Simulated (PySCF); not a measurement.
**Relaxation of singlet TeS₃**

Level of theory: PBE0/[Te def2-SVP with ECP28, S def2-SVP], scalar-relativistic core potentials, density fitting, no spin–orbit coupling, PySCF. A (50,194) grid was used.

A start displaced from a saddle point along its imaginary mode, of Cs symmetry, held to at least that symmetry:

```xyz
4
charge 0 multiplicity 1, angstrom
Te    0.0000   -0.0568   -0.3743
S     1.0272    0.0555    2.0839
S    -1.0272    0.0555    2.0839
S     0.0000    0.1200   -2.6470
```

Optimiser trace:
| step | E − E(last) (kJ/mol) | largest gradient (Eh/bohr) |
| --- | --- | --- |
| 0 | 144.15 | 0.01263 |
| 1 | 115.97 | 0.01950 |
| 2 | 86.62 | 0.04342 |
| 3 | 41.17 | 0.03034 |
| 4 | 13.95 | 0.03502 |
| 5 | 3.61 | 0.01818 |
| 6 | 0.10 | 0.00272 |
| 7 | 0.01 | 0.00097 |
| 8 | 0.00 | 0.00018 |
| 9 | 0.00 | 0.00001 |

It ends at Cs with S–S 2.138 Å, Te–S 2.222 Å, Te–S 2.472 Å (×2); S–S–Te 64.4° (×2), S–Te–S 51.2°, S–Te–S 112.4° (×2) (after a last refinement on a finer grid). A frequency run shows a minimum. Other isomers or separated fragments may lie lower.

Final geometry:
Z-matrix (Å, degrees; charge 0 multiplicity 1):
```
Te
S  1 2.4720
S  1 2.4720 2 51.24
S  1 2.2222 2 112.40 3 101.40
```

The relaxation took 15 s on 2 threads of a shared Arm Neoverse V2 host, with 80 basis functions and 10 gradients; the process peaked at 0.96 GiB.
